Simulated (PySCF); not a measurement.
## Working with the constants of KP

UHF-CCSD(T) constants of KP, ³Σ⁻ (triplet), unpaired electrons π ↑↑ (PySCF, no relativity, basis sets K def2-TZVPP, P def2-TZVPP; masses 38.9637 and 30.9738 u):

```
ωe          : 213.3 cm⁻¹
ωexe        : 1.13 cm⁻¹
Be          : 0.10463 cm⁻¹
αe          : 0.000743 cm⁻¹
De to K + P : 1.03 eV
```

(1) What force constant and bond length do these constants imply?

(2) Estimate the centrifugal constant D from the Kratzer relation and find the Dunham coefficient a1.

Correlated steps freeze 10 core orbitals. The state was picked by a PBE0 search and need not be the measured ground state.

Answers

(1) Reduced mass μred = 17.256 u; k = 5.8918×10⁻⁷·μred·ωe² (u, cm⁻¹, mdyn/Å) = 0.463 mdyn/Å; Re = √(16.8576/(μred·Be)) (u, cm⁻¹, Å) = 3.056 Å.

(2) D = 4Be³/ωe² = 1.01e-07 cm⁻¹; a1 = −1 − αeωe/(6Be²) = -3.41.
